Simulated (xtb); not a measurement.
SnCl2, SMILES [Cl][Sn][Cl] (connectivity only; charge and spin as stated), neutral, multiplicity 1. All values are semi-empirical tight-binding results from xtb (GFN2-xTB unless named), good for trends rather than for accurate numbers. Geometry: GFN2-xTB. The isomer is the one that the SMILES or the coordinates give; other isomers of the formula were not compared.

Optimised geometry:

```xyz
3

Sn     0.0000     0.0000     0.6217
Cl     0.0000    -1.8151    -0.9142
Cl     0.0000     1.8151    -0.9142
```

For metal compounds this method's bond lengths and energies can be far off.

Computed properties:
```yaml
point_group_as_xtb_finds_it: C2v
orbital_gap: 4.10 eV
zero_point_energy: 1.1 kcal/mol
G − E(el) at 298.15 K (modified RRHO): -17.6 kcal/mol
```

Computed atomic charges and the Wiberg bond orders between heavy atoms:
charges (e) Sn1 0.49, Cl2 -0.25, Cl3 -0.25. Bond orders Sn1–Cl2 1.27, Sn1–Cl3 1.27.
